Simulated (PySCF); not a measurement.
Input for PySCF:
```python
from pyscf import gto, scf, dft, tdscf

mol = gto.M(
    atom='''
Ge    0.45397530   -0.05997686    0.50294425
F     0.81670055    1.51766545   -0.30402619
S    -1.27401714   -0.62291104   -0.82305909
H    -1.49324048   -1.77315291   -0.18903476
''',
    basis='6-31g',
    verbose=4,
)

mf = dft.RKS(mol)
mf.xc = 'pbe0'
mf.kernel()
td = mf.TDA()
td.nstates = 5
td.kernel()
td.analyze()
```

Task: What does this run give for the HOMO-LUMO gap, dipole moment, HOMO energy, nuclear repulsion energy, number of basis functions?

Result: 
```json
{
  "HOMO-LUMO gap": "5.00 eV",
  "dipole_moment": "3.59 D",
  "HOMO energy": "-7.74 eV",
  "nuclear_repulsion_energy": "243.6334 Eh",
  "number_of_basis_functions": "51"
}
```
